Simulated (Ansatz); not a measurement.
A structure relaxed at PBE-D4/def2-TZVP in Ansatz, charge 1, septet:

```csv
atom,x (Å),y (Å),z (Å)
Co1,0.3791,-0.7391,0.8806
Co2,-0.5864,-0.5242,-1.0920
Co3,0.2073,1.2634,0.2115
```

Give its formula and point group.

Co3⁺. Point group Cs (tolerance 0.1 Å).

Summarise the bond lengths by kind (pairs closer than 1.2 times the sum of covalent radii, bridged metal pairs left out).

3 × Co–Co 2.12 to 2.35 Å.

The relaxation made no stability test and no search for a lower SCF solution. The order of the spin states hangs on the level: the triplet lies 0.23 eV below the septet at PBE0-D4/def2-TZVP, but 0.55 eV above it at PBE-D4/def2-TZVP. The triplet is doubtful at PBE0-D4/def2-TZVP (⟨S²⟩ 4.09, where a pure state has 2.00). The triplet is doubtful at PBE-D4/def2-TZVP (⟨S²⟩ 4.12, where a pure state has 2.00). The structure comes from a short search, and lower isomers may exist.
